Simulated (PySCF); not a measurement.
Relaxation of singlet HfSF2

Method: PBE in PySCF with Hf def2-SVP with ECP60, S def2-SVP, F def2-SVP; scalar-relativistic core potentials, no spin–orbit coupling; density-fitted integrals. A (50,194) grid was used.

A start displaced from a saddle point along its imaginary mode, of Cs symmetry, held to at least that symmetry:

```xyz
4
charge 0 multiplicity 1, angstrom
Hf    0.0800    0.1385    0.0725
S    -1.0425   -1.8057   -0.1108
F     2.0116   -0.0101   -0.2500
F    -1.0145    1.7371   -0.2500
```

(1) What does it relax to?

(2) How much energy is released, and in how many steps?

Results:

(1) It ends at Cs with Hf–F 1.919 Å (×2), Hf–S 2.237 Å; F–Hf–F 111.0°, F–Hf–S 108.6° (×2) (after a last refinement on a finer grid). The frequency run here used a shortcut that can spoil soft modes, so no verdict on minimum or saddle point is given. Other isomers or separated fragments may lie lower.

(2) 12.5 kJ/mol in 8 steps.

No spin–orbit coupling is included, which matters more the heavier the element.
